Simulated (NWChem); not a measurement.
System: C6H6N, doublet; SMILES Nc1cc[c]cc1

The following NWChem deck was run.

```
start job
memory heap 200 mb stack 900 mb global 1100 mb
geometry units angstroms noautosym nocenter noautoz
  N     -0.061726    -2.267800     0.000000
  C     -0.005781    -0.877767     0.000000
  C     -0.003765    -0.155941     1.220382
  C     -0.004519     1.252408     1.226222
  C     -0.007014     1.896004     0.000000
  C     -0.004519     1.252408    -1.226222
  C     -0.003765    -0.155941    -1.220382
  H      0.263260    -2.730144     0.849582
  H      0.263260    -2.730144    -0.849582
  H     -0.005382    -0.706399     2.175680
  H     -0.001336     1.799484     2.182661
  H     -0.001336     1.799484    -2.182661
  H     -0.005382    -0.706399    -2.175680
end
basis spherical
  * library def2-svp
end
dft
  odft
  mult 2
  xc b3lyp
  iterations 150
end
cosmo
  do_cosmo_smd true
  solvent water
end
task dft energy
```

Output (shortened):

```
             Northwest Computational Chemistry Package (NWChem) 7.3.0
             --------------------------------------------------------

                             Geometry "geometry" -> ""
                             -------------------------

 Output coordinates in angstroms (scale by  1.889725989 to convert to a.u.)

  No.       Tag          Charge          X              Y              Z
 ---- ---------------- ---------- -------------- -------------- --------------
    1 N                    7.0000    -0.06172600    -2.26780000     0.00000000
    2 C                    6.0000    -0.00578100    -0.87776700     0.00000000
    3 C                    6.0000    -0.00376500    -0.15594100     1.22038200
    4 C                    6.0000    -0.00451900     1.25240800     1.22622200
    5 C                    6.0000    -0.00701400     1.89600400     0.00000000
    6 C                    6.0000    -0.00451900     1.25240800    -1.22622200
    7 C                    6.0000    -0.00376500    -0.15594100    -1.22038200
    8 H                    1.0000     0.26326000    -2.73014400     0.84958200
    9 H                    1.0000     0.26326000    -2.73014400    -0.84958200
   10 H                    1.0000    -0.00538200    -0.70639900     2.17568000
   11 H                    1.0000    -0.00133600     1.79948400     2.18266100
   12 H                    1.0000    -0.00133600     1.79948400    -2.18266100
   13 H                    1.0000    -0.00538200    -0.70639900    -2.17568000

 Effective nuclear repulsion energy (a.u.)     259.8299512009

                                 NWChem DFT Module
                                 -----------------

 Summary of "ao basis" -> "ao basis" (spherical)
 ------------------------------------------------------------------------------
       Tag                 Description            Shells   Functions and Types
 ---------------- ------------------------------  ------  ---------------------
 N                          def2-svp                 6       14   3s2p1d
 C                          def2-svp                 6       14   3s2p1d
 H                          def2-svp                 3        5   2s1p

 in cosmo_initialize ...
 calling solv_data for solv:h2o

 solvent parameters
 solvname_short: h2o
 solvname_long:  water
 dielec:       78.4000
 dielecinf:     1.7769
 aqueous SMD model solvent descriptors
 dielec:       78.4000
 sola:          0.8200

[...]

                                COSMO-SMD solvation results
                                ---------------------------

             internal energy in gas <Psi(g)|H|Psi(g)> =      -286.711649244329
         internal energy in solvent <Psi(s)|H|Psi(s)> =      -286.709134858635
                               delta internal energy  =         0.002514385695 (    1.58 kcal/mol)
   total free energy in solvent <Psi(s)|H+V/2|Psi(s)> =      -286.723901185841
 polarization energy contribution <Psi(s)|V/2|Psi(s)> =        -0.014766327206 (   -9.27 kcal/mol)
    total free energy in solvent including G(SMD-CDS) =      -286.718636430673
                       G(SMD-CDS) energy contribution =         0.005264755168 (    3.30 kcal/mol)
     1 M fixed-concentration free energy of solvation =        -0.006987186344 (   -4.38 kcal/mol)

                    DFT Final Alpha Molecular Orbital Analysis
                    ------------------------------------------

 Vector   23  Occ=1.000000D+00  E=-2.639489D-01
              MO Center= -3.7D-03,  5.4D-01, -3.4D-09, r^2= 3.1D+00
   Bfn.  Coefficient  Atom+Function         Bfn.  Coefficient  Atom+Function
  ----- ------------  ---------------      ----- ------------  ---------------
    32      0.300903   3 C  px               88     -0.300903   7 C  px
    46      0.297183   4 C  px               74     -0.297183   6 C  px
    35      0.214708   3 C  px               91     -0.214708   7 C  px
    49      0.206528   4 C  px               77     -0.206528   6 C  px

 Vector   24  Occ=1.000000D+00  E=-2.497297D-01
              MO Center= -1.0D-02,  1.8D+00,  3.4D-09, r^2= 2.2D+00
   Bfn.  Coefficient  Atom+Function         Bfn.  Coefficient  Atom+Function
  ----- ------------  ---------------      ----- ------------  ---------------
    61      0.544364   5 C  py               64      0.399998   5 C  py
    59      0.294480   5 C  s                33      0.168459   3 C  py
    89      0.168459   7 C  py               58      0.160634   5 C  s
    47     -0.159147   4 C  py               75     -0.159147   6 C  py
   114     -0.108466  11 H  s               119     -0.108466  12 H  s

 Vector   25  Occ=1.000000D+00  E=-2.134228D-01
              MO Center= -7.1D-02, -5.7D-01, -7.6D-10, r^2= 4.0D+00
   Bfn.  Coefficient  Atom+Function         Bfn.  Coefficient  Atom+Function
  ----- ------------  ---------------      ----- ------------  ---------------
     4      0.379507   1 N  px                7     -0.338641   1 N  px
    60     -0.289158   5 C  px               32      0.238195   3 C  px
    88      0.238195   7 C  px               63     -0.225403   5 C  px
    18      0.195968   2 C  px               35      0.192845   3 C  px
    91      0.192845   7 C  px               21      0.115421   2 C  px

 Vector   26  Occ=0.000000D+00  E=-1.946423D-02
              MO Center= -3.6D-04,  5.5D-01, -2.2D-09, r^2= 3.6D+00
   Bfn.  Coefficient  Atom+Function         Bfn.  Coefficient  Atom+Function
  ----- ------------  ---------------      ----- ------------  ---------------
    35      0.433579   3 C  px               49     -0.434425   4 C  px
    77      0.434425   6 C  px               91     -0.433579   7 C  px
    46     -0.322346   4 C  px               74      0.322346   6 C  px
    32      0.316266   3 C  px               88     -0.316266   7 C  px
     9     -0.052430   1 N  pz               23      0.051010   2 C  pz

[...]
```

Level: B3LYP/def2-SVP, spin-unrestricted, SMD on the gas-phase geometry. In the optimisation the excess spin sits in a' (Cs, its own frame). All runs use the structure optimised with PBE-D3(BJ)/def2-SVP, spin-unrestricted. Not confirmed as a minimum by frequencies. No stability test was run on the SCF state. Solvent: water.
